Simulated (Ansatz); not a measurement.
The multiplicity is imposed and other spin states were not computed.

The numbers are results of frozen-core CCSD(T)/def2-TZVPP // TPSS-D3(BJ)/def2-SVP in Ansatz (a first-principles code), not measurements.

Ansatz 0.2 input:
```yaml
crystal:
  periodic: [false, false, false]
  atoms:
    - { symbol: Cu, position_ang: [-0.003356, 0.013456, -0.009997] }
    - { symbol: O, position_ang: [-0.97036, -1.085356, 1.286938] }
    - { symbol: H, position_ang: [-0.764006, -0.887542, 2.220916] }
    - { symbol: H, position_ang: [-0.835343, -2.047318, 1.184649] }
    - { symbol: C, position_ang: [0.922186, 1.025254, -1.206071] }
    - { symbol: N, position_ang: [1.529174, 1.676065, -1.975121] }
basis:
  gaussian: { orbitals: def2-TZVPP }
correlation:
  method: ccsd_t
```

Output:

```
Functional definition: HF
1217 factors; integrals over basis functions are off by at most 6.5e-4 eV
mean field evaluation 1: about -49174.7090 eV, gradient 6.9e1 eV
mean field evaluation 2: about -49174.9481 eV, gradient 6.9e1 eV
mean field evaluation 4: about -49180.6309 eV, gradient 1.0e1 eV
mean field evaluation 8: about -49180.8547 eV, gradient 1.5e0 eV
mean field evaluation 16: about -49180.8628 eV, gradient 3.0e-6 eV
mean field -49180.86281648 eV, -1807.3633725196 hartree, gradient 2.9e-6 eV, S^2 0.000000; 0 other end points of the search recorded, 0 dependent functions left out
8 core orbitals not correlated
reference -49180.86281648 eV, -1807.3633725196 hartree; 18, 18 occupied and 159, 159 virtual orbitals, 1217 factors
second order -40.25241173 eV of doubles, -0.00000000 eV of singles
cycle   1  -34.43287766 eV  change     5.8e0 eV  update   2.7e-1
cycle   2  -36.50817631 eV  change    -2.1e0 eV  update   2.2e-1
cycle   3  -37.00550508 eV  change   -5.0e-1 eV  update   5.3e-2
cycle   4  -37.03855161 eV  change   -3.3e-2 eV  update   2.7e-2
cycle   5  -36.99354144 eV  change    4.5e-2 eV  update   1.3e-2
cycle   6  -36.99142352 eV  change    2.1e-3 eV  update   5.5e-3
cycle   7  -36.99559938 eV  change   -4.2e-3 eV  update   3.7e-3
cycle   8  -36.99268087 eV  change    2.9e-3 eV  update   1.5e-3
cycle   9  -36.99184828 eV  change    8.3e-4 eV  update   8.8e-4
cycle  10  -36.99253277 eV  change   -6.8e-4 eV  update   3.1e-4
cycle  11  -36.99293651 eV  change   -4.0e-4 eV  update   1.2e-4
cycle  12  -36.99276499 eV  change    1.7e-4 eV  update   6.4e-5
cycle  13  -36.99267479 eV  change    9.0e-5 eV  update   3.1e-5
cycle  14  -36.99271903 eV  change   -4.4e-5 eV  update   1.1e-5
perturbative correction -1.43616493 eV, -0.0527780876 hartree
Total energy: -49219.29170044 eV, -1808.7756079569 hartree
```

Cost: roughly 2.8 core-minutes.
